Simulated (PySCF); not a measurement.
Molecule: SMILES CC1([C@@H](Cl)CF)C=C1, C6H8ClF.

Cartesian coordinates in Å; atom numbers follow the order of the lines, from 1:
```xyz
16

C    -1.025   -1.239    0.149
C    -0.593    0.211    0.047
C     0.836    0.496    0.470
Cl    1.043    0.190    2.227
C     1.883   -0.354   -0.244
F     1.826   -0.114   -1.594
C    -1.196    1.107   -1.000
C    -1.605    1.310    0.217
H    -0.733   -1.656    1.112
H    -2.106   -1.308    0.056
H    -0.578   -1.837   -0.643
H     1.059    1.556    0.317
H     2.892   -0.092    0.087
H     1.704   -1.422   -0.094
H    -1.207    1.331   -2.037
H    -2.208    1.830    0.919
```

Frames of a GFN2-xTB Langevin trajectory at 300 K; GIAO PBE0/pcSseg-1 shieldings in PySCF, gas phase, non-relativistic; equivalent atoms averaged within each frame.

δ = σ(ref) − σ, references computed at the same level: TMS for ¹³C (σref 186.93) and ¹H (σref 31.72); HCl for ³⁵Cl (σref 949.78); CFCl3 for ¹⁹F (σref 170.95). The references are static minima.

**Question.** How do the shifts (ppm) fluctuate along the trajectory?

**Answer.** 
| time (fs) | C8 | C7 | C5 | C3 | C2 | C1 | Cl4 | F6 | H16 | H15 |
| --- | --- | --- | --- | --- | --- | --- | --- | --- | --- | --- |
| optimised geometry | 132.3 | 132.4 | 86.1 | 75.9 | 25.1 | 20.5 | 99 | -239.1 | 7.82 | 7.62 |
| 250 | 136.7 | 133.2 | 90.0 | 82.3 | 29.5 | 23.2 | 140 | -226.3 | 8.43 | 7.33 |
| 425 | 142.7 | 149.9 | 81.3 | 75.7 | 33.7 | 17.4 | 129 | -243.4 | 8.24 | 8.73 |
| 625 | 118.7 | 127.3 | 91.7 | 88.6 | 24.6 | 19.6 | 87 | -239.7 | 6.34 | 7.55 |
| 800 | 138.3 | 137.3 | 87.3 | 72.7 | 37.6 | 15.8 | 118 | -225.3 | 7.67 | 8.32 |
| 1000 | 132.7 | 135.7 | 94.5 | 72.7 | 28.7 | 26.8 | 102 | -218.0 | 7.73 | 8.22 |
| mean of frames | 133.8 | 136.7 | 88.9 | 78.4 | 30.8 | 20.6 | 115 | -230.5 | 7.68 | 8.03 |
| standard deviation | 9.2 | 8.3 | 5.0 | 6.9 | 5.0 | 4.5 | 21 | 10.6 | 0.82 | 0.58 |

5 frames give an uncertainty of the mean of about the standard deviation over 2.2 at best, since frames this close in time may not be independent; classical motion lacks zero-point vibration, and the reference would need the same averaging.
